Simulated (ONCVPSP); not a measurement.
# Which change was made? (Rb, ONCV)

* Element: Rb
* Generator: ONCVPSP 4.0.1
* Type: optimised norm-conserving Vanderbilt (ONCV)
* Functional: BLYP
* Relativity: fully relativistic
* Frozen core: [Ar] 3d10
* Valence charge: 9
* Reference configuration: 4s2 4p6 5s0.75 (charge +0.25)
* Partial waves: 4s+5s: rc 1.90 bohr, ncon 4, nbas 7, qcut 4.9 1/bohr, 2 projectors; 4p: rc 1.70 bohr, ncon 4, nbas 8, qcut 5.4 1/bohr, 2 projectors, debl 2.2 Ha; d scattering state at 0.11 Ha: rc 1.60 bohr, ncon 4, nbas 8, qcut 6.3 1/bohr, local
* Local potential: the d channel
* Core correction: Teter function, fcfact 2.75, rcfact 1.75

Open shells are filled in proportion to 2j + 1.

Cutoffs, loose and tight: the cutoffs (Ha) at which the residual kinetic energy of the hardest occupied pseudo-wave falls to 1 and 0.1 mHa per electron. They do not see the model core or the augmentation charge, which bear on the density cutoff. Test errors are all-electron minus pseudo excitation energies from the reference, over the configurations 4s2 4p6 5s1; 4s2 4p6 5s0; 4s2 4p6 5s0.5; 4s2 4p5 5s1; variants that change the core or the reference have their own tests.

The base gives: outcome: generated; cutoff, loose: 12 Ha; cutoff, tight: 40 Ha; bound ghosts: none; GHOST(+) flags above zero: s; largest test error (meV): -15.

After one change the result is: outcome: generated; cutoff, loose: 12 Ha; cutoff, tight: 40 Ha; bound ghosts: none; GHOST(+) flags above zero: s; largest test error (meV): -8.1. Which change was it?
A. core correction Teter function, fcfact 2.75, rcfact 1.48
B. core correction Teter function, fcfact 2.75, rcfact 1.86
C. core correction Teter function, fcfact 2.75, rcfact 1.64
D. core correction Teter function, fcfact 2.75, rcfact 2.06
E. core correction Teter function, fcfact 2.75, rcfact 1.22

C. The others give: core correction Teter function, fcfact 2.75, rcfact 1.22 → outcome: generated; cutoff, loose: 12 Ha; cutoff, tight: 40 Ha; bound ghosts: none; GHOST(+) flags above zero: s; largest test error (meV): +4.8 | core correction Teter function, fcfact 2.75, rcfact 1.48 → outcome: generated; cutoff, loose: 12 Ha; cutoff, tight: 40 Ha; bound ghosts: none; GHOST(+) flags above zero: s; largest test error (meV): -0.9 | core correction Teter function, fcfact 2.75, rcfact 1.86 → outcome: generated; cutoff, loose: 12 Ha; cutoff, tight: 40 Ha; bound ghosts: none; GHOST(+) flags above zero: s; largest test error (meV): -23 | core correction Teter function, fcfact 2.75, rcfact 2.06 → outcome: generated; cutoff, loose: 12 Ha; cutoff, tight: 40 Ha; bound ghosts: none; GHOST(+) flags above zero: s; largest test error (meV): -39.
